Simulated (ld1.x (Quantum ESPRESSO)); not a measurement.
u(r) = r·R(r): atom against pseudo-atom (neodymium)

Columns: radius, all-electron u(r) and pseudo u(r) of the 4f shell (level -7.12 eV) of neodymium in the configuration [Kr] 4d10 4f3 5s2 5p6 5d1 6s2 6p0; LDA (PZ), scalar-relativistic, TM scheme, ld1.x (Quantum ESPRESSO) 7.5.

```csv
r (bohr),all-electron,pseudo
0.160,0.1750,0.0437
0.320,0.6256,0.4237
0.480,0.9196,0.9405
0.640,1.0030,1.0812
0.800,0.9648,0.9848
0.960,0.8751,0.8755
1.120,0.7707,0.7707
1.280,0.6681,0.6681
1.440,0.5744,0.5744
1.600,0.4916,0.4916
1.760,0.4200,0.4200
1.920,0.3587,0.3587
2.080,0.3065,0.3065
2.240,0.2622,0.2622
2.400,0.2248,0.2248
2.560,0.1930,0.1930
2.720,0.1661,0.1661
2.880,0.1432,0.1432
3.040,0.1238,0.1238
3.200,0.1072,0.1072
3.360,0.0930,0.0930
3.520,0.0808,0.0808
3.680,0.0704,0.0704
3.840,0.0613,0.0613
4.000,0.0536,0.0536
4.160,0.0468,0.0468
```

How many radial nodes do the two functions have?

The all-electron 4f function has n − l − 1 = 0; the pseudo-wave has 0.

At about which radius was the pseudo-wave matched?

1.05 bohr, where the columns begin to agree (steps of 0.16 bohr).

Is the pseudo-wave norm-conserving?

Yes: the TM scheme keeps the norm inside the radius equal to the all-electron one, which fixes the energy derivative of the logarithmic derivative at the level.
